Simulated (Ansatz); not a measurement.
C2H3NSi, SMILES `C#C[Si]N` (lower singlet) (charge 0, multiplicity 1). This singlet lies 1.94 eV below the relaxed triplet at the level B3LYP/cc-pVTZ // PBE0-D3(BJ)/def2-TZVP (Ansatz, a first-principles code).

Cartesian coordinates (Å):
```xyz
7

C      2.1271     0.0807     0.1151
C      0.9947    -0.2362    -0.1754
Si    -0.6167    -0.9066    -0.8123
N     -1.6399     0.0330     0.1763
H      3.1197     0.3675     0.3792
H     -2.6426    -0.0505     0.1208
H     -1.3423     0.7122     0.8599
```
Charge 0, multiplicity 1.

Frozen-core energies in 6-31g from Ansatz at a geometry from PBE0-D3(BJ)/def2-TZVP; the HF reference has <S^2> = 0.00 and the T1 diagnostic is 0.019.

| level | energy (Ha) |
|---|---|
| HF | -420.71323 |
| MP2 | -421.04726 |
| CCSD | -421.07247 |

Problem. Estimate the energies of CCSD(T), CCSDT and CCSDT(Q), and give each level's difference from CCSDT(Q).

Solution. 
| level | energy (Ha) | difference from CCSDT(Q) (mHa) |
|---|---|---|
| MP2 | -421.04726 | 39.08 |
| CCSD | -421.07247 | 13.86 |
| CCSD(T) | -421.08419 | 2.15 |
| CCSDT | -421.08467 | 1.67 |
| CCSDT(Q) | -421.08633 | 0.00 |
